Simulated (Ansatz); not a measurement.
NiP2H6Cl2⁺, that is cis-NiCl2(PH3)2 with one electron fewer, relaxed as a doublet with UKS B3LYP-D4/def2-SVP in Ansatz, starting from the B3LYP-D4/def2-SVP geometry of the neutral singlet. Force threshold 0.02 eV/Å.

The name describes the singlet; other states may take another shape.

Start:

Cartesian coordinates in Å:
```
Ni -0.472 0.838 -0.002
Cl 0.244 2.907 0.176
Cl -2.612 1.297 -0.185
P -1.246 -1.185 -0.183
H -0.393 -2.333 -0.161
H -1.968 -1.474 -1.362
H -2.176 -1.588 0.801
P 1.659 0.452 0.184
H 2.279 0.923 1.363
H 2.488 1.036 -0.800
H 2.198 -0.872 0.167
```

```csv
step,energy (eV),largest force component (eV/Å),SCF passes
1,-84742.7666,1.840,218
2,-84742.9565,0.692,45
3,-84743.0159,0.087,37
4,-84743.0433,0.165,39
5,-84743.0653,0.225,40
6,-84743.0883,0.111,36
7,-84743.0946,0.246,37
8,-84743.1061,0.078,36
9,-84743.1065,0.119,37
10,-84743.1096,0.018,32
```

Force components are those of the run's own axes.

End:

```xyz
11

Ni   -0.512    0.909   -0.002
Cl    0.144    2.757    0.853
Cl   -2.431    1.303   -0.862
P    -1.267   -1.215    0.006
H    -0.425   -2.228    0.530
H    -1.614   -1.719   -1.265
H    -2.441   -1.347    0.776
P     1.696    0.454   -0.004
H     2.304    0.493    1.267
H     2.419    1.387   -0.776
H     2.127   -0.793   -0.524
```

By distances, no bond broke or formed. The bond that changes most is Ni1–P4, from 2.17 to 2.25 Å (atoms count from 1).

No frequencies were taken in this run, so the end may be a saddle point.

Run time 66 s (4 threads of Arm Neoverse V1 on a shared host), peak host memory 0.61 GiB.
